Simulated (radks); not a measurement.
All-electron atom: neutral arsenic in [Ar] 3d9.5 4s2 4p3.5 (fractional occupations, a model configuration). All-electron calculation, Dirac Kohn-Sham, PBE, spin-unpolarised, spherical densities, point nucleus; open shells fill j = l - 1/2 first. Program: a radial shooting solver on a logarithmic mesh with Libxc functionals.

Unscreened Slater integrals over Kohn-Sham orbitals (cm^-1). Large and small components are both included.

\begin{tabular}{lr}
integral & value \\ \hline
F0(4p3/2,4p3/2) & 81026 \\
F2(4p3/2,4p3/2) & 41291 \\
F0(4p3/2,4p1/2) & 81864 \\
G2(4p3/2,4p1/2) & 41704 \\
F0(4p3/2,4s1/2) & 90704 \\
G1(4p3/2,4s1/2) & 57529 \\
F0(4p3/2,3d5/2) & 107560 \\
F2(4p3/2,3d5/2) & 19815 \\
G1(4p3/2,3d5/2) & 6708.7 \\
G3(4p3/2,3d5/2) & 5960.8 \\
F0(4p1/2,4p1/2) & 82731 \\
F0(4p1/2,4s1/2) & 91901 \\
G1(4p1/2,4s1/2) & 59068 \\
F0(4p1/2,3d5/2) & 109640 \\
G3(4p1/2,3d5/2) & 6287.4 \\
F0(4s1/2,4s1/2) & 104960 \\
F0(4s1/2,3d5/2) & 134670 \\
G2(4s1/2,3d5/2) & 11842 \\
F0(3d5/2,3d5/2) & 303570 \\
F2(3d5/2,3d5/2) & 143500 \\
F4(3d5/2,3d5/2) & 89896 \\
\end{tabular}
